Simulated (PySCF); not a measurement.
Z-matrix (Å, degrees):
```
Ti
F 1 1.7516
F 1 1.7522 2 114.60
C 1 2.0594 2 108.65 3 -122.45
H 4 1.1118 1 110.97 2 58.66
H 4 1.1122 5 109.34 1 -120.74
H 4 1.1129 5 109.18 6 -119.86
C 1 2.0604 2 109.20 3 122.78
H 8 1.1118 1 111.18 2 -68.79
H 8 1.1123 9 109.29 1 -120.69
H 8 1.1129 9 109.14 10 -119.74
```
Charge 0, multiplicity 1.

Q: Predict the charge on the central atom (meta-Löwdin), HOMO–LUMO gap and LUMO from PySCF with TPSSh-D3(BJ)/def2-TZVP // BP86-D3(BJ)/def2-SVP.

A: 
```
Quantity                                    Result
----------------------------------------  --------
charge on the central atom (meta-Löwdin)    1.45 e
HOMO–LUMO gap                              4.75 eV
LUMO                                      -2.78 eV
```
